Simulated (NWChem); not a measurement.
System: C₃H₈Si; SMILES [SiH3]C1CC1

All runs: NWChem. All runs use the structure optimised with PBE0/def2-SVP.

### Question
Among these, which level gives the lowest value of “highest occupied level (eV)”?
A) PBE/def2-TZVP
B) CAM-B3LYP/def2-TZVP
C) PBE0/def2-TZVP
D) LDA (Slater exchange, VWN5)/def2-TZVP

### Answer
B, CAM-B3LYP/def2-TZVP. Values: CAM-B3LYP/def2-TZVP -9.67; PBE0/def2-TZVP -8.30; LDA (Slater exchange, VWN5)/def2-TZVP -7.19; PBE/def2-TZVP -7.05
